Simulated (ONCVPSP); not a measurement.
# Te (Z = 52): ONCV pseudisation with PBE, scalar-relativistic reference atom.

- Element: Te (Z = 52)
- Generator: ONCVPSP 4.0.1
- Type: optimised norm-conserving Vanderbilt (ONCV)
- Functional: PBE
- Relativity: scalar-relativistic
- Frozen core: [Kr] 4d10
- Valence charge: 6
- Reference configuration: 5s2 5p3 (charge +1)
- Partial waves: 5s: rc 1.75 bohr, ncon 4, nbas 9, qcut 3.4 1/bohr, 2 projectors, debl 0.8 Ha; 5p: rc 2.25 bohr, ncon 4, nbas 8, qcut 3.2 1/bohr, 1 projector; d scattering state at 0.12 Ha: rc 2.35 bohr, ncon 5, nbas 8, qcut 3.8 1/bohr, 2 projectors, debl 0.4 Ha
- Local potential: polynomial inside 1.25 bohr (lpopt 5, dvloc0 2 Ha)
- Core correction: none

In the s channel the program set the typed energies aside and used -0.862, 0.250 Ha.

Results:

* Cutoffs needed: 17 Ha and 67 Ha (the cutoffs (Ha) at which the residual kinetic energy of the hardest occupied pseudo-wave falls to 1 and 0.1 mHa per electron)
* Ghost test: ghosts flagged at negative energy: s at -49.6 eV, d at -34.3 eV, p at -5.7 eV; GHOST(+) flags only above 600 eV; a true bound ghost makes a file unfit for plane-wave use
* Configuration tests: 1 of 4 tests not solved or not reliable

Generation and tests took about 3.4 s on one core of a shared server CPU.
